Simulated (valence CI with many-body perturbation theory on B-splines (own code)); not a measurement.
# K VI: electric-dipole lines

Calculated by valence CI with perturbative core correlation (CI+MBPT): four valence electrons over a frozen Dirac-Fock core [Ne], a basis of 11 s, 11 p, 9 d, 7 f, 5 g, 2 h, 1 i functions for each j, with the one-electron correlation potential Σ1, the two-electron term Σ2, the three-electron term Σ3, Breit, model QED; selected CI, second order for the rest, scaled by the run's own slope (own B-spline code, finite nucleus).

Set against measurement, 25 paired levels are off by 69 cm⁻¹ on average, the worst by 276. These come from a selection out of Sansonetti, J. Phys. Chem. Ref. Data 37, 7 (2008). Levels without a partner in it may be off by more.

Lines 1 to 50 of 215 in falling wavelength, among levels below 406090 cm⁻¹, chosen from the strongest by gf and those to the six lowest levels. Wavelengths and rates use the calculated energies, so an error of 70 cm⁻¹ moves a line at 1029 Å by 0.072 % and its rate by three times that or more. Electric multipoles are in the length gauge, E1 and E2 with the static RPA response of the core. Weak lines are less certain than strong ones. Lines between different terms over intervals too small for the method are left out, as are lines whose strength nearly cancels. The highest levels of a list are the least certain.

Names give the largest LS component (configuration and term), which can be under half, so a name can repeat, a term be missing and a line seem to break the LS rules; names also repeat where a configuration has a term twice. Letters in brackets count levels of one name in rising energy.

```
λ vac (Å)  λ from measured levels               Upper            Lower   A (s⁻¹)  log gf  Branch %
     1716                                    3p4 1D_2  3s2 3p 3d 1D°_2  1.28e+07   -1.55       0.9
     1238                                3s 3p3 5S°_2     3s2 3p2 1D_2  4.26e+02   -6.31       0.1
     1232                          3s 3p2 3d 3F_2 [a]  3s2 3p 3d 3D°_1  9.28e+06   -1.98       5.8
     1229                          3s 3p2 3d 3F_3 [a]  3s2 3p 3d 3D°_2  1.05e+07   -1.78       7.0
     1219                          3s 3p2 3d 3F_4 [a]  3s2 3p 3d 3D°_3  1.31e+07   -1.58       9.5
     1156                                    3p4 3P_2     3s 3p3 3S°_1  9.93e+07   -1.00       4.2
     1134                                    3p4 3P_1     3s 3p3 3S°_1  1.02e+08   -1.23       4.3
     1125                                    3p4 3P_0     3s 3p3 3S°_1  1.09e+08   -1.68       4.6
     1111                                    3p4 1D_2     3s 3p3 1P°_1  6.51e+07   -1.22       4.6
     1032                                3s 3p3 5S°_2     3s2 3p2 3P_2  2.19e+05   -3.76      71.2
     1029                    1027        3s 3p3 3D°_1     3s2 3p2 1S_0  4.70e+04   -4.65       0.0
     1013                                3s 3p3 5S°_2     3s2 3p2 3P_1  8.84e+04   -4.17      28.7
    980.1                              3s 3p2 3d 1G_4  3s2 3p 3d 1F°_3  5.09e+07   -1.18      41.4
    932.2                              3s 3p2 3d 1F_3  3s2 3p 3d 1F°_3  1.95e+07   -1.75       0.3
    867.7                              3s 3p2 3d 3P_2  3s2 3p 3d 3P°_1  1.96e+07   -1.96       0.1
    859.1                              3s 3p2 3d 3P_2  3s2 3p 3d 3P°_2  4.90e+07   -1.57       0.3
    833.8                   832.8        3s 3p3 3P°_1     3s2 3p2 1S_0  6.35e+05   -3.70       0.1
    822.2                   821.3        3s 3p3 3D°_1     3s2 3p2 1D_2  6.86e+05   -3.68       0.2
    821.8                   820.9        3s 3p3 3D°_2     3s2 3p2 1D_2  2.92e+05   -3.83       0.1
    820.5                   819.6        3s 3p3 3D°_3     3s2 3p2 1D_2  1.89e+06   -2.88       0.5
    812.9                          3s 3p2 3d 3F_4 [a]  3s2 3p 3d 3F°_4  1.08e+08   -1.02      78.6
    809.5                          3s 3p2 3d 3F_3 [a]  3s2 3p 3d 3F°_3  1.06e+08   -1.14      70.1
    807.0                          3s 3p2 3d 3F_2 [a]  3s2 3p 3d 3F°_2  1.16e+08   -1.25      73.2
    786.2                          3s 3p2 3d 3D_1 [a]  3s2 3p 3d 3D°_2  3.59e+07   -2.00       0.2
    785.8                              3s 3p2 3d 3D_3  3s2 3p 3d 3D°_3  1.45e+08   -1.03       0.8
    785.2                          3s 3p2 3d 3D_2 [a]  3s2 3p 3d 3D°_2  1.14e+08   -1.28       0.6
    784.1                              3s 3p2 3d 3D_3  3s2 3p 3d 3D°_2  2.48e+07   -1.80       0.1
    783.5                          3s 3p2 3d 3D_1 [a]  3s2 3p 3d 3D°_1  1.26e+08   -1.46       0.7
    782.5                          3s 3p2 3d 3D_2 [a]  3s2 3p 3d 3D°_1  3.26e+07   -1.83       0.2
    742.8                                    3p4 1S_0     3s 3p3 1P°_1  2.06e+09   -0.77      87.8
    739.1                                    3p4 1D_2     3s 3p3 1D°_2  1.30e+09   -0.27      91.7
    728.7                              3s 3p2 3d 1F_3  3s2 3p 3d 1D°_2  5.00e+08   -0.55       7.1
    725.9                   725.6        3s 3p3 3D°_1     3s2 3p2 3P_2  5.47e+06   -2.89       1.5
    725.7                   725.3        3s 3p3 3D°_2     3s2 3p2 3P_2  5.87e+07   -1.64      15.9
    724.6                   724.3        3s 3p3 3D°_3     3s2 3p2 3P_2  3.53e+08   -0.71      99.5
    716.6                   716.3        3s 3p3 3D°_1     3s2 3p2 3P_1  1.34e+08   -1.51      35.5
    716.3                   716.0        3s 3p3 3D°_2     3s2 3p2 3P_1  3.09e+08   -0.92      84.0
    713.6                                    3p4 1S_0     3s 3p3 3S°_1  2.14e+08   -1.79       9.1
    710.8                   710.5        3s 3p3 3D°_1     3s2 3p2 3P_0  2.36e+08   -1.27      62.8
    710.6                              3s 3p2 3d 1F_3  3s2 3p 3d 3P°_2  8.38e+07   -1.35       1.2
    706.2                                    3p4 3P_2     3s 3p3 3P°_2  1.48e+08   -1.26       6.3
    706.2                                    3p4 3P_2     3s 3p3 3P°_1  5.66e+07   -1.67       2.4
    697.7                                    3p4 3P_1     3s 3p3 3P°_2  1.40e+08   -1.51       5.9
    697.6                                    3p4 3P_1     3s 3p3 3P°_0  7.25e+07   -1.80       3.1
    694.3                                    3p4 3P_0     3s 3p3 3P°_1  2.68e+08   -1.71      11.2
    692.5                   692.2        3s 3p3 3P°_1     3s2 3p2 1D_2  2.13e+06   -3.34       0.2
    692.5                   692.2        3s 3p3 3P°_2     3s2 3p2 1D_2  6.19e+05   -3.65       0.1
    689.8                          3s 3p2 3d 3D_2 [b]  3s2 3p 3d 3D°_2  3.00e+07   -1.97       0.2
    687.8                          3s 3p2 3d 3D_2 [b]  3s2 3p 3d 3D°_1  3.00e+07   -1.97       0.2
    665.9                              3s 3p2 3d 3P_2     3s 3p3 3S°_1  2.86e+08   -1.02       1.7
```
